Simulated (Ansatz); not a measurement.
Mulliken charges of `C[NH][Al]([F])[F]` from r2SCAN/def2-TZVPP in Ansatz (PBE0-D4/def2-TZVP geometry).

| atom | x (Å) | y (Å) | z (Å) | charge (e) |
| --- | --- | --- | --- | --- |
| C1 | 0.130 | -1.143 | 0.595 | -0.027 |
| N2 | -0.389 | 0.190 | 0.356 | -0.366 |
| Al3 | 0.057 | 1.304 | -0.914 | 0.815 |
| F4 | -0.649 | 2.781 | -1.020 | -0.357 |
| F5 | 1.192 | 0.886 | -2.023 | -0.359 |
| H6 | -0.654 | -1.906 | 0.537 | 0.053 |
| H7 | 0.611 | -1.228 | 1.576 | 0.053 |
| H8 | 0.881 | -1.391 | -0.157 | 0.050 |
| H9 | -1.088 | 0.461 | 1.031 | 0.139 |

Problem. By hand: the dipole of these point charges (1 e Å = 4.8032 D).

Solution. Σ q r = (-0.120, -0.458, 0.447) e Å, of length 0.651 e Å = 3.13 D.

Problem. How does the dipole of the full density compare? (Estimate.)

Solution. Ansatz gave: (-0.139, -0.329, 0.384) e Å, 2.52 D; the point charges give 1.24 times that, at 7° from its direction.

Point charges leave out the atoms' own dipoles, such as those of lone pairs, and Mulliken's split depends on the basis, so the two needn't agree.
